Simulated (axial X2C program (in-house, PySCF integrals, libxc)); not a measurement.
**Low determinants of ScCl at the PBE0 level, with spin–orbit coupling**

Computed with an axial X2C code built on PySCF integrals. Two-component (2c) means X2C with spin–orbit coupling and atomic mean-field two-electron Coulomb and Gaunt terms. Basis: Sc dyall-cv3z [10s11p7d5f2g], Cl dyall-av3z [9s8p3d2f] (cores contracted in-house); Gaussian nuclei, density fitting, unrestricted open shells. Masses: Sc 44.956 u, Cl 34.969 u.

Search at 2.317 Å (vertical energies from the lowest determinant):

| ΔE (eV) | state | electrons beyond evenly filled partner blocks | electrons in ±ω = 1/2, 3/2, 5/2, 7/2 |
| --- | --- | --- | --- |
| 0.00 | Ω = 1 | ω = -1/2, ω = 3/2 | 29 9 0 0 |
| 0.02 | Ω = 3 | ω = 1/2, ω = 5/2 | 29 8 1 0 |
| 0.21 | Ω = 0 | none | 30 8 0 0 |
| 0.27 | Ω = 2 | ω = 1/2, ω = 3/2 | 29 9 0 0 |
| 0.34 | Ω = 2 | ω = -1/2, ω = 5/2 | 29 8 1 0 |
| 0.55 | Ω = 1 | 2 × ω = 1/2 | 30 8 0 0 |
| 1.52 | Ω = 4 | ω = 3/2, ω = 5/2 | 28 9 1 0 |

Lowest determinant, Ω = 1 (⟨Sz⟩ = -1.00, ⟨Lz⟩ = 2.00 at PBE0): Re = 2.310 Å, ωe = 402.0 cm⁻¹.

The determinant in row 2 of the search, Ω = 3 (⟨Sz⟩ = 1.00, ⟨Lz⟩ = 2.00 at PBE0), was followed along the bond at PBE0; measured from the minimum of the lowest determinant it gives:

Te = 0.016 eV (128 cm⁻¹), Re = 2.309 Å, ωe = 402.1 cm⁻¹.

Compare the bond of the determinant in row 2 with that of the lowest one.

At PBE0 its Re is 0.001 Å shorter and its force constant, which goes as ωe², is 1.00 times that of the lowest determinant. T0 ≈ Te + Δωe/2 = 128 + (0) = 128 cm⁻¹.

The search compares states at one distance, so a state with another bond length can lie lower; it is not exhaustive and yields mostly the lowest determinant of each block pattern, so other components and higher states of one pattern are missing. These are energies of single determinants, not of spin-adapted states; PBE0 term energies can be off by some tenths of an eV, and the functional has no current term. Open-shell Ω = 0 determinants with evenly filled partner blocks cannot be reached by this program, so the Ω shown need not be the lowest component. The lowest determinant need not be the ground state where others lie within half an eV.
